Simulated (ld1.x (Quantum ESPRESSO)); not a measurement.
Before and after: PAW potential for chlorine (Cl)

ld1.x (Quantum ESPRESSO) 7.5 input, shortened:

```
&input
   title='Cl', zed=17., rel=0, dft='PBESOL', iswitch=3,
   config='[Ne] 3s2 3p4'
 /
 &inputp
   pseudotype=3, lpaw=.true., tm=.true., lloc=-2, rcloc=1.30,
   nlcc=.true., rcore=0.55,
   which_augfun='PSQ', rmatch_augfun=1.00
 /
4
3S  1  0   2.00   0.00  0.90  1.10  0.0
3S  1  0   0.00  -1.90  0.90  1.10  0.0
3P  2  1   4.00   0.00  1.00  1.30  0.0
3P  2  1   0.00   2.40  1.00  1.30  0.0
 &test
   configts(1)='3s2 3p4'
 /
```

Change: type TM; waves now 3s (bound): rc 1.10 bohr; 3p (bound): rc 1.30 bohr; local potential all-electron potential smoothed inside 1.15 bohr (lloc = -2).

Cutoffs: the cutoffs (Ry, on a coarse ladder) from which the occupation-weighted sum of valence levels, in a spherical-Bessel basis at the reference potential, stays within 10 and 1 mRy of its value at 400 Ry; they do not see the model core or the augmentation charge, which bear on the density cutoff. Errors are all-electron minus pseudo energies relative to the spin-unpolarised reference configuration.

Question: Predict the effect on cutoff, ghosts and configuration errors.

Answer: The potential gets harder (35 Ry and 60 Ry → 60 Ry and 140 Ry); the bound ghost in s disappears; of the 7 tests that both files solve, the error grows in 6 and shrinks in 0 by more than 15 % and 0.3 meV (median size 0.5 → 7.9 meV); the range in which the s phases agree narrows (upper end at the end of the scan → 2.7). Several settings change at once here, so the effects cannot be laid on one of them.

```tsv
quantity	base	changed
cutoff, loose	35 Ry	60 Ry
cutoff, tight	60 Ry	140 Ry
loose cutoff by channel (10 mRy a level)	s 30 Ry, p 15 Ry	s 50 Ry, p 15 Ry
bound ghosts	s	none
error for 3s2 3p5, meV [ΔE -13.85 eV]	-0.4	+5.5
error for 3s2 3p3, meV [ΔE 25.41 eV]	-2.5	+13
error for 3s2 3p2, meV [ΔE 63.67 eV]	-18	+69
error for 3s2 3p5.3, meV [ΔE -15.98 eV]	-0.5	+7.9
error for 3s1 3p5, meV [ΔE 12.48 eV]	-0.2	-0.4
error for 3s2 3p1, meV [ΔE 115.86 eV]	-70	+202
error for 3s1 3p6, meV [ΔE -1.92 eV]	-0.3	+2.5
s: phases at 1.40 bohr within 0.05 rad from the reference energy up to (Ry; the scan ends near 5)	to the end of the scan	2.7
p: phases at 1.40 bohr within 0.05 rad from the reference energy up to (Ry; the scan ends near 5)	to the end of the scan	to the end of the scan
```

 A true bound ghost makes a file unfit for plane-wave use even where its test errors are small: the radial tests pick states by their node count and pass the ghost by.
